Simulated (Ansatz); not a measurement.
`[NH3+][Ga-]([F])([F])[F]`. The species carries charge 0 and has multiplicity 1.

| atom | x (Å) | y (Å) | z (Å) |
| --- | --- | --- | --- |
| N1 | -0.5909 | 0.7851 | -0.2371 |
| Ga2 | 0.6076 | -0.8073 | 0.2438 |
| F3 | 1.6807 | -0.0490 | 1.4093 |
| F4 | -0.5937 | -1.9216 | 0.8764 |
| F5 | 1.2824 | -1.1776 | -1.3350 |
| H6 | -1.5581 | 0.5761 | -0.0099 |
| H7 | -0.3037 | 1.6086 | 0.2826 |
| H8 | -0.5244 | 0.9857 | -1.2301 |

(1) What are the harmonic wavenumbers in cm⁻¹ at PBE0-D4/def2-TZVP (Ansatz, finite differences of forces, unscaled)? (An estimate is asked.)

(2) Is this a minimum?

(3) Give the ideal-gas thermochemistry at 298.15 K and 1 bar (rigid rotor, harmonic oscillator; point group C3v, symmetry number 3).

Results:

(1) Computed: 89, 117, 117, 183, 183, 219, 418, 635, 657, 657, 706, 706, 1241, 1652, 1652, 3486, 3606, 3606.

(2) Yes, all 18 modes are real.

(3) Zero-point energy 119.2 kJ/mol; H(298) − E = 141.7 kJ/mol; entropy 354.5 J/(mol·K), of which translation 170.8, rotation 103.3, vibration 80.3; G(298) − E = 36.0 kJ/mol. Modes under 100 cm⁻¹ are hindered rotations or soft bends, so the harmonic entropy is rough.
